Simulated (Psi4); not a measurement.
CCl₂F (SMILES F[C](Cl)Cl), doublet, geometry from GFN2-xTB; PBE0/STO-3G run with Psi4.

The Psi4 input:
```
memory 2 GB

molecule {
0 2
  F    -0.04318586    1.60871049   -0.07231913
  C    -0.01635213    0.31964443    0.30494405
  Cl    1.47801092   -0.44134869    0.00095220
  Cl   -1.44937648   -0.52313725   -0.07029291
}

set basis sto-3g
set reference uks
set level_shift 0.3

energy('pbe0')
print_variables()
```

Task: Write the output that Psi4 gives for this input, abridged.

Result: 
```
   => Loading Basis Set <=

    Name: STO-3G
    Role: ORBITAL
    Keyword: BASIS

         ---------------------------------------------------------
                                   SCF
               by Justin Turney, Rob Parrish, Andy Simmonett
                          and Daniel G. A. Smith
                              UKS Reference
         ---------------------------------------------------------

  ==> Geometry <==

    Molecular point group: c1
    Full point group: C1

    Geometry (in Angstrom), charge = 0, multiplicity = 2:

       Center              X                  Y                   Z               Mass
    ------------   -----------------  -----------------  -----------------  -----------------
         F           -0.043033541613     1.602055816254    -0.070938212279    18.998403162730
         C           -0.016199811613     0.312989756254     0.306324967721    12.000000000000
         CL           1.478163238387    -0.448003363746     0.002333117721    34.968852682000
         CL          -1.449224161613    -0.529791923746    -0.068911992279    34.968852682000

  Running in c1 symmetry.

  Rotational constants: A =      0.24789  B =      0.11139  C =      0.07778 [cm^-1]
  Rotational constants: A =   7431.47561  B =   3339.36547  C =   2331.66731 [MHz]
  Nuclear repulsion =  200.223578663890464

  Charge       = 0
  Multiplicity = 2
  Electrons    = 49
  Nalpha       = 25
  Nbeta        = 24

  ==> Algorithm <==

  SCF Algorithm Type is DF.
  DIIS enabled.
  MOM disabled.
  Fractional occupation disabled.
  Guess Type is SAD.
  Energy threshold   = 1.00e-06
  Density threshold  = 1.00e-06
  Integral threshold = 1.00e-12

  ==> Primary Basis <==

  Basis Set: STO-3G
    Blend: STO-3G
    Number of shells: 16
    Number of basis functions: 28
    Number of Cartesian functions: 28
    Spherical Harmonics?: true
    Max angular momentum: 1

  ==> DFT Potential <==

   => LibXC <=

    Version 7.1.2
    S. Lehtola, C. Steigemann, M. J. T. Oliveira, and M. A. L. Marques,  SoftwareX 7, 1–5 (2018) (10.1016/j.softx.2017.11.002)

   => Composite Functional: PBE0 <=

    PBE0 Hyb-GGA Exchange-Correlation Functional

    C. Adamo and V. Barone,  J. Chem. Phys. 110, 6158 (1999) (10.1063/1.478522)
    M. Ernzerhof and G. E. Scuseria,  J. Chem. Phys. 110, 5029 (1999) (10.1063/1.478401)

    Deriv               =              1
    GGA                 =           TRUE
    Meta                =          FALSE

[...]
      Ntotal   =   49.0000019614 ; deviation = 1.961e-06

   @Spin Contamination Metric:   1.614455295E-03
   @S^2 Expected:                7.500000000E-01
   @S^2 Observed:                7.516144553E-01
   @S   Expected:                5.000000000E-01
   @S   Observed:                5.000000000E-01

    Orbital Energies [Eh]
    ---------------------

    Alpha Occupied:

[...]
      25A     -0.170141

    Alpha Virtual:

[...]
    Beta Occupied:

[...]
    Beta Virtual:

[...]
      28A      0.320774

    Final Occupation by Irrep:
              A
    DOCC [    24 ]
    SOCC [     1 ]
    NA   [    25 ]
    NB   [    24 ]

  @DF-UKS Final Energy: -1045.95169383061852

   => Energetics <=

    Nuclear Repulsion Energy =            200.2235786638904642
    One-Electron Energy =               -1845.3503718678307450
    Two-Electron Energy =                 653.4353970146024722
    DFT Exchange-Correlation Energy =     -54.2602976412807081
    Empirical Dispersion Energy =           0.0000000000000000
    VV10 Nonlocal Energy =                  0.0000000000000000
    Total Energy =                      -1045.9516938306185239

  UHF NO Occupations:
  HONO-2 :   23  A 1.9997864
  HONO-1 :   24  A 1.9996173
  HONO-0 :   25  A 1.0000000
  LUNO+0 :   26  A 0.0003827
  LUNO+1 :   27  A 0.0002136
  LUNO+2 :   28  A 0.0002111

Computation Completed

Properties will be evaluated at   0.000000,   0.000000,   0.000000 [a0]

Properties computed using the SCF density matrix

 Multipole Moments:

 ------------------------------------------------------------------------------------
     Multipole            Electronic (a.u.)      Nuclear  (a.u.)        Total (a.u.)
 ------------------------------------------------------------------------------------

 L = 1.  Multiply by 2.5417464519 to convert [e a0] to [Debye]
 Dipole X            :         -0.0241782            0.0141041           -0.0100741
 Dipole Y            :          0.9903784           -0.6162000            0.3741784
 Dipole Z            :         -0.1434854            0.1278684           -0.0156170
 Magnitude           :                                                    0.3746396

 ------------------------------------------------------------------------------------

  Variable Map:
  ----------------------------------------------------------------------------
[...]
  Array Variable Map:
  ----------------------------------------------------------------------------
[...]
[...]
```
